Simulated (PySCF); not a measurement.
C₆ coefficients of unlike pairs at UHF

Calculated with PySCF 2.14 from the dipole response of each species, C₆(A,B) = (3/π) ∫ α_A(iu) α_B(iu) du, in atomic units, from isotropic polarisabilities. For ions this is the dispersion term alone; charge-induced terms of lower order in 1/R come first.

| species | configuration | basis | relativity | α (bohr³) | C₆ (like pair) |
| --- | --- | --- | --- | --- | --- |
| Co | [Ar] 3d7 4s2 (4F) | aug-cc-pVTZ-DK (8s7p5d3f2g) | spin-free X2C | 70.36 | 639.4 |
| Li | [He] 2s1 (2S) | aug-cc-pVQZ (6s5p4d3f2g) | none | 169.8 | 1475 |
| Li⁺ | 1s2 (1S) | aug-cc-pVTZ with one added diffuse shell each of s, p, d, f type (6s5p4d3f) | none | 0.1204 | 0.02636 |
| Sc²⁺ | [Ar] 3d1 (2D) | dyall-av2z (16s12p7d2f) | spin-free X2C | 4.390 | 12.98 |

Problem. Estimate C₆ for Li⁺ with Li.

Solution. The integral gives 2.105. The combination rule 2 C_A C_B / (C_A α_B/α_A + C_B α_A/α_B) gives 2.035 and the geometric mean 6.235.

No spin-orbit coupling is included.

The other pairs:

```
     pair      C₆
  Li⁺, Co   2.342
 Sc²⁺, Li   70.80
Sc²⁺, Li⁺  0.5517
 Sc²⁺, Co   69.62
   Li, Co   870.0
```
